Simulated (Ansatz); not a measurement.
`Cl[SiH2]I` and `[SiH3]Cl` differ in one atom or group.

Ansatz, PBE0-D4/def2-TZVP geometries, multiplicity 1. 

Elements past krypton have def2 core potentials.  Spin–orbit coupling is left out; it splits and shifts lone-pair levels of the heavy atoms by tenths of an eV.

```csv
property,`Cl[SiH2]I`
size of the dipole moment (PBE/def2-TZVPP) / D,0.88
size of the dipole moment (B3LYP/def2-TZVPP) / D,0.98
HOMO energy (PBE/def2-TZVPP) / eV,-6.80
LUMO energy (PBE0/def2-TZVPP) / eV,-0.89
HOMO–LUMO gap (PBE/def2-TZVPP) / eV,5.05
HOMO energy (ωB97M-V/def2-TZVPP) / eV,-10.07
```

(1) Give the same properties after the change, and the shifts. (Estimate.)

Results:

(1) Ansatz gave: 
```json
{"property": "size of the dipole moment (PBE/def2-TZVPP) / D", "`[SiH3]Cl`": "1.16", "shift": "0.28"}
{"property": "size of the dipole moment (B3LYP/def2-TZVPP) / D", "`[SiH3]Cl`": "1.25", "shift": "0.27"}
{"property": "HOMO energy (PBE/def2-TZVPP) / eV", "`[SiH3]Cl`": "-7.65", "shift": "-0.85"}
{"property": "LUMO energy (PBE0/def2-TZVPP) / eV", "`[SiH3]Cl`": "-0.09", "shift": "0.80"}
{"property": "HOMO–LUMO gap (PBE/def2-TZVPP) / eV", "`[SiH3]Cl`": "6.68", "shift": "1.63"}
{"property": "HOMO energy (ωB97M-V/def2-TZVPP) / eV", "`[SiH3]Cl`": "-11.27", "shift": "-1.20"}
```

With PBE0 the HOMO falls by 1.08 eV and the LUMO rises by 0.80 eV, so the gap widens by about 1.88 eV. PBE moves the HOMO by -0.85 eV and ωB97M-V by -1.20 eV. Dipoles are sizes alone; their direction can turn.

B3LYP here is the variant with VWN-RPA as its local correlation; programs differ in this.
